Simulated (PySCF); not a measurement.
**Excitation energy of Sc by level of theory**

Sc [Ar] 3d1 4s2 (2D) → Sc [Ar] 3d3 (4F), as a difference of total energies. All numbers are calculated (PySCF 2.14, the spin-free X2C one-electron Hamiltonian (Gaussian nucleus), in aug-cc-pVTZ-DK). Correlated levels: valence: [Ar] frozen. The calculations carry no spin-orbit coupling.

| method | excitation energy (eV) |
| --- | --- |
| UHF | 4.673 |
| MP2 (valence) | 4.677 |
| SCS-MP2 (valence) | 5.299 |
| CCSD (valence) | 4.623 |
| CCSD(T) (valence) | 4.585 |

Q: How much does correlation contribute at CCSD(T) (valence)?

A: 4.585 − (4.673) = -0.088 eV, measured against UHF.

The coupled-cluster amplitudes are large for the upper state (T1 above 0.03 or a double amplitude above 0.15), so a single reference is strained.
